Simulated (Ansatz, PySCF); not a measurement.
H5N2OSTa, SMILES [NH2][Ta]([NH2])([OH])=[S], multiplicity 1.

Coordinates come from a PBE0-D3(BJ)/def2-SVP optimisation. The spin state was assumed, not searched. The structure was generated by enumeration; whether it is a known compound was not checked. The def2 effective core potentials stand for the cores of Ta; spin–orbit coupling is left out. Other conformers were not sampled.

Vertical ionisation energy (IE) and electron affinity (EA) in eV. Rows of orbital energies are one-electron estimates. Where ΔSCF, EOM or ADC give a negative EA the extra electron is unbound and the value depends on the basis.

```csv
level,IE,EA
"−ε(HOMO), −ε(LUMO), CAM-B3LYP/def2-TZVP (PySCF)",8.45,-0.18
"−ε(HOMO), −ε(LUMO), PBE/def2-TZVP (PySCF)",?,?
"ΔSCF, CAM-B3LYP/def2-SVPD (Ansatz), final states of multiplicity 2 and 2",9.30,-0.49
"ΔSCF, PBE/def2-SVPD (Ansatz), final states of multiplicity 2 and 2",8.86,-0.54
```

### Question
Complete the blanks. (Estimate from the structure and the level; the computed values follow.)

### Answer

- −ε(HOMO), −ε(LUMO), PBE/def2-TZVP (PySCF), IE: 6.01
- −ε(HOMO), −ε(LUMO), PBE/def2-TZVP (PySCF), EA: 1.73

### Question
What vertical singlet–triplet gap does ΔSCF give with CAM-B3LYP/def2-SVPD (Ansatz, a program for electronic structure) and with PBE/def2-SVPD (Ansatz)? (The exact figures need the calculation; the answer reports its results.)

### Answer
3.87 and 4.05 eV (triplet above singlet where positive).
